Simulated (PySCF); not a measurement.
SMILES CC(=O)[SiH2][Si](C)(C)C (C5H14OSi2), GFN2-xTB optimised geometry.

```
22

C      2.35    -1.89    -0.49
C      1.62    -0.66     0.00
O      2.22     0.31     0.40
Si    -0.30    -0.66     0.00
Si    -0.96     1.57     0.00
C     -0.61     2.37     1.70
C     -2.83     1.72    -0.37
C     -0.01     2.55    -1.34
H      2.10    -2.04    -1.54
H      3.42    -1.79    -0.38
H      1.99    -2.76     0.06
H     -0.69    -1.53    -1.12
H     -0.64    -1.45     1.20
H     -0.88     3.42     1.72
H     -1.17     1.87     2.49
H      0.44     2.29     1.95
H     -3.09     1.28    -1.32
H     -3.42     1.21     0.39
H     -3.15     2.76    -0.39
H     -0.26     3.60    -1.33
H     -0.22     2.17    -2.34
H      1.06     2.46    -1.18
```

Density from PBE/def2-SVP (PySCF) at that geometry.

Minimum of the electron density along straight lines between bonded atoms, close to the bond critical point (lines longer than 1.1 times the sum of covalent radii, or with two minima, are not listed):

```csv
bond,length / Å,ρ at the minimum / e bohr⁻³,∇²ρ there / e bohr⁻⁵,position (fraction from the first atom)
C1–C2,1.504,0.255,?,0.50
C2–O3,1.213,0.402,0.41,0.33
C2–Si4,1.928,0.108,0.26,0.62
Si4–Si5,2.329,?,?,0.65
Si5–C6,1.911,0.108,0.29,0.38
Si5–C7,1.913,0.107,0.29,0.38
Si5–C8,1.912,0.108,0.29,0.38
C1–H9,1.088,0.271,-0.97,0.63
C1–H10,1.088,0.274,-1.01,0.64
C1–H11,1.088,0.271,-0.98,0.63
Si4–H12,1.473,0.113,0.31,0.49
Si4–H13,1.472,0.113,0.31,0.49
C6–H14,1.087,0.269,-0.94,0.63
C6–H15,1.087,0.269,-0.95,0.63
C6–H16,1.086,0.271,-0.97,0.63
C7–H17,1.086,0.270,-0.95,0.63
C7–H18,1.086,0.270,-0.95,0.63
C7–H19,1.086,0.269,-0.95,0.63
C8–H20,1.087,0.269,-0.94,0.63
C8–H21,1.087,0.269,-0.95,0.63
C8–H22,1.086,0.271,-0.97,0.63
```

Q: Complete the blanks.

A: 
- C1–C2, ∇²ρ there / e bohr⁻⁵: -0.58
- Si4–Si5, ρ at the minimum / e bohr⁻³: 0.092
- Si4–Si5, ∇²ρ there / e bohr⁻⁵: -0.05
